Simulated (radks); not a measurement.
Species: the nitrogen ion N4+. Configuration: [He] 2s1. All-electron calculation, Dirac Kohn-Sham, exchange-only PBE, spin-unpolarised, spherical densities, finite nucleus; Fermi nuclear charge, rms radius 2.5582 fm. Program: a radial shooting solver on a logarithmic mesh with Libxc functionals.

Radial electron density D(r) = 4 pi r^2 rho(r):

```
   r/bohr * D(r) (the largest magnitude, 7.29, reaches the edge; | marks zero)
  0.01064 | *
  0.01181 | *
    0.013 |  *
  0.01431 |  *
  0.01587 |   *
  0.01747 |    *
  0.01923 |     *
  0.02134 |      *
  0.02349 |       *
  0.02586 |        *
  0.02869 |          *
  0.03158 |            *
  0.03477 |              *
  0.03858 |                *
  0.04246 |                   *
  0.04674 |                     *
  0.05186 |                         *
  0.05709 |                            *
  0.06284 |                               *
  0.06973 |                                   *
  0.07676 |                                       *
  0.08449 |                                          *
  0.09375 |                                              *
   0.1032 |                                                 *
   0.1136 |                                                   *
    0.126 |                                                     *
   0.1387 |                                                      *
   0.1527 |                                                      *
   0.1695 |                                                     *
   0.1865 |                                                   *
   0.2053 |                                                *
   0.2278 |                                           *
   0.2508 |                                      *
   0.2761 |                                 *
   0.3063 |                           *
   0.3372 |                      *
   0.3712 |                 *
   0.4118 |             *
   0.4533 |          *
    0.499 |        *
   0.5537 |       *
   0.6095 |      *
   0.6709 |      *
   0.7444 |       *
   0.8195 |       *
    0.902 |       *
    1.001 |       *
    1.102 |      *
    1.213 |     *
    1.346 |    *
    1.481 |  *
     1.63 | *
    1.809 |*
    1.991 |*
    2.192 *
    2.432 *
    2.677 *
    2.947 *
     3.27 *
      3.6 *
```

D(r) has 2 maxima, at r = 0.146, 0.860 bohr, and minima at 0.614 bohr, inside which lie 2.09 electrons.
